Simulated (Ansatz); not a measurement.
```yaml
crystal:
  periodic: [false, false, false]
  atoms:
    - {symbol: Ge, position_ang: [0.067602, -0.263605, 1.443452]}
    - {symbol: Ge, position_ang: [0.397490, -0.983488, -0.821295]}
    - {symbol: Ge, position_ang: [-0.465092, 1.247092, -0.622167]}
basis:
  gaussian: {orbitals: def2-SVP}
total_charge: -1
magnetization: {spin_polarized: true, initial_magnetization: 1}
hamiltonian: {xc: {name: B2GP-PLYP}, pseudopotentials: {relativity: none}}
scf: {lower_state_search: off}
```

```sh
$ ansatz run in.yaml --threads 4 --pin off --events-out ev --progress --plain --max-ram 3916MiB
```

Output, abridged:

```
Functional definition: B2GP-PLYP
941 factors; integrals over basis functions are off by at most 5.7e-4 eV
mean field evaluation 1: about -169484.5087 eV, gradient 1.0e1 eV
mean field evaluation 2: about -169484.5205 eV, gradient 1.0e1 eV
mean field evaluation 4: about -169485.0059 eV, gradient 1.1e0 eV
mean field evaluation 8: about -169485.0293 eV, gradient 1.3e-1 eV
mean field evaluation 16: about -169485.0315 eV, gradient 2.1e-3 eV
mean field evaluation 32: about -169485.0315 eV, gradient 2.9e-5 eV
mean field -169485.03154997 eV, -6228.4600283807 hartree, gradient 5.4e-6 eV, S^2 0.773959; 0 other end points of the search recorded, 0 dependent functions left out
27 core orbitals not correlated: weight in the atoms' cores, before any rotation towards them, 1.000 or more for the frozen orbitals, at most 0.000 for the correlated occupied ones
reference -169485.03164611 eV, -6228.4600319140 hartree; 22, 21 occupied and 47, 48 virtual orbitals, 941 factors
second order -20.64619822 eV of doubles, -0.00000000 eV of singles
Total energy: -169492.46427747 eV, -6228.7331760783 hartree
Checks for a lower state left out: stability, starts, cluster_reference, orbital_swaps, neighbouring_geometries, increment
```

Hardware: 4 threads of Arm Neoverse V1 on a shared host. Wall time 2.5 s.

Correlated methods freeze 27 core orbitals; core or outer-core shells of Ge are correlated, in sets that lack core-valence functions. The highest occupied level of an anion often lies above zero with these methods, and sets without diffuse functions describe the outer electron poorly.
